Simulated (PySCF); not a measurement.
C₆ coefficients of unlike pairs at PBE

Calculated with PySCF 2.14 from the dipole response of each species, C₆(A,B) = (3/π) ∫ α_A(iu) α_B(iu) du, in atomic units, from isotropic polarisabilities. For ions this is the dispersion term alone; charge-induced terms of lower order in 1/R come first.

```csv
species,configuration,basis,relativity,α (bohr³),C₆ (like pair)
Te,[Kr] 4d10 5s2 5p4 (3P),def2-QZVPPD with the def2 core potential (28 electrons) (8s7p5d4f1g),core potential,41.45,458.5
Co³⁺,[Ar] 3d6 (5D),def2-TZVPPD (6s6p4d2f1g),none,1.583,3.586
Cl³⁺,[Ne] 3s2 3p2 (3P),aug-cc-pCVTZ-DK (8s7p5d3f),spin-free X2C,4.325,11.74
Zn³⁺,[Ar] 3d9 (2D),def2-QZVPPD (11s6p5d4f2g),none,1.538,3.472
```

Task: Estimate C₆ for Cl³⁺ with Co³⁺.

Result: The integral gives 5.882. The combination rule 2 C_A C_B / (C_A α_B/α_A + C_B α_A/α_B) gives 5.973 and the geometric mean 6.487.

No spin-orbit coupling is included.

The other pairs:

```tsv
pair	C₆
Zn³⁺, Co³⁺	3.527
Co³⁺, Te	31.02
Cl³⁺, Te	68.80
Zn³⁺, Cl³⁺	5.796
Zn³⁺, Te	30.49
```
